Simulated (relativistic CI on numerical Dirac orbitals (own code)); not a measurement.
**Forbidden transitions in Er⁶⁴⁺**

These numbers are calculated, not measured: Dirac-Coulomb-Breit CI, separate exchange-only KLI orbitals for each configuration, model QED (radiative potential, 1s self-energy scaled to tabulated hydrogen-like ionisation energies), unscaled Slater integrals (own radial code, finite nucleus).

Configuration list (outside the closed core 1s2): 2s2, 2s 2p, 2p2, 2p 3s, 2p 3p, 2s 3s, 2s 3p, 2s 3d, 2s 4s, 2s 4p, 2s 4d, 2s 4f, 3s2, 3s 3p, 3p2. Levels of other configurations are missing.

```csv
λ vac (Å),Lower,Upper,Type,A (s⁻¹),gf,Branching (%)
1.3378,2s 2p 3P°_0 [2],2s 3p 3P°_2 [19],E2,4.24e+11,5.69e-04,16.0
1.3423,2s 2p 3P°_1 [3],2s 3p 3P°_2 [19],E2,6.79e+11,9.17e-04,25.6
1.5015,2s 2p 3P°_2 [5],2s 3p 3P°_2 [19],E2,6.67e+11,1.13e-03,25.1
1.5166,2s 2p 1P°_1 [6],2s 3p 3P°_2 [19],E2,2.43e+11,4.19e-04,9.2
1.5577,2s 2p 3P°_2 [5],2s 3p 3P°_0 [13],E2,1.94e+12,7.05e-04,90.3
12.662,2s 2p 3P°_1 [3],2s 2p 3P°_2 [5],M1,4.55e+09,5.47e-04,99.3
```

Terms are leading LS components. Brackets give the number of a level in order of energy, since labels repeat. The list gives strong lines, with weight on those to low levels, among the lowest 48 of 58 levels, so that lines to higher ones, which can be the strongest, are missing. Levels whose partners in the same complex of configurations lie outside the list can be far off, and so can their lines. Rates are taken at the computed energies, electric ones in the length gauge.

At this charge energies of transitions that change n are usually good to better than 1 %, and those within a shell (Δn = 0) to a few per cent.

LS names give the leading component of a level, which can be under half, so a name can repeat, a term be missing and a line seem to break the LS rules.
